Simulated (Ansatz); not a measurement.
AsH6NSi (`N[AsH][SiH3]`), relaxed with RKS PBE0-D4/def2-TZVP in the Gaussian-basis code of Ansatz from a PBE-D4/def2-SVP geometry. The force threshold is 0.005 eV/Å; the program also tests the step.

Charge 0, multiplicity 1.

Start:

```xyz
9

N     1.319   -0.415   -1.070
As    0.369    1.144   -0.573
Si   -0.688    0.068    1.278
H     1.960   -0.184   -1.840
H     0.704   -1.169   -1.403
H    -0.928    1.031   -1.430
H    -1.836    0.913    1.766
H     0.313   -0.098    2.387
H    -1.212   -1.289    0.886
```

Q: How much energy does the relaxation release, and in how many steps? (Estimate.)

A: The calculation gave: 3.39 kJ/mol, in 8 steps.

Q: Which bonds change most? (An estimate is asked.)

A: The calculation gave: N1–As2 from 1.892 to 1.864 Å; As2–Si3 from 2.387 to 2.365 Å; As2–H6 from 1.558 to 1.537 Å; Si3–H7 from 1.507 to 1.488 Å.

Q: Give the relaxed structure. (Best estimate.)

A: The calculation gave: 
```xyz
9

N     1.302   -0.403   -1.100
As    0.378    1.119   -0.548
Si   -0.686    0.061    1.280
H     1.933   -0.179   -1.858
H     0.705   -1.167   -1.389
H    -0.896    1.033   -1.405
H    -1.828    0.905    1.726
H     0.283   -0.084    2.395
H    -1.192   -1.286    0.899
```
